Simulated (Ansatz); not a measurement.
`[InH2][B]1CN1` + BH₃ → `BB1CN1` + `[InH3]` at 298.15 K and 1 bar (formal exchange of groups at a B–In bond).

Isolated molecules relaxed with PBE0-D4/def2-TZVP in Ansatz; ΔE leaves out vibrations. CCSD(T)/CBS adds triple-zeta CCSD(T) − MP2 to the extrapolated MP2 energy (def2 sets, frozen cores). This one scheme is used for every species. def2 core potentials past Kr. For In outer-core shells are correlated without core-valence functions, which leaves a few kJ/mol of doubt a bond.

```
        species  CCSD(T)/CBS energy (Eh)  H − E (kJ/mol)  S (J/(mol·K))
`[InH2][B]1CN1`               -310.30997           170.1          340.1
            BH₃                -26.55200            78.7          188.3
       `BB1CN1`               -145.29038           188.6          294.7
       `[InH3]`               -191.56739            54.8          229.0
```

H − E and S are ideal-gas, rigid-rotor, harmonic terms from PBE0-D4/def2-TZVP, for one conformer and one mirror image of each species. 1 Eh = 2625.50 kJ/mol, R = 8.31446 J/(mol·K).

Question: By hand: ΔE, ΔH, ΔS and ΔG.

Answer: ΔE = (-145.29038) + (-191.56739) − (-310.30997) − (-26.55200) = 0.00420 Eh = 11.0 kJ/mol. Δ(H − E) = 188.6 + 54.8 − 170.1 − 78.7 = -5.4, so ΔH = 5.6 kJ/mol. ΔS = 294.7 + 229.0 − 340.1 − 188.3 = -4.7 J/(mol·K). ΔG = 5.6 − 298.15 × (-4.7)/1000 = 7.0 kJ/mol.

Question: By hand: the equilibrium constant, and the temperature at which ΔG would vanish if ΔH and ΔS stayed fixed.

Answer: log₁₀ K = −ΔG/(RT ln 10) = -1.2. ΔH and −TΔS have one sign here, so there is no such temperature. One of them is within its doubt of zero, so this could turn.

The number of gas molecules stays the same, so ΔS is small and ΔH decides. A doubt of 5 kJ/mol in ΔE shifts log₁₀ K by 0.9 here. Other conformers and mirror images would add mixing entropy, several J/(mol·K) or more a flexible species. These are equilibria of isolated gas molecules and say nothing of rates. Largest T1 diagnostic: 0.015 (customary marks: 0.02 for closed shells, 0.045 for open ones).
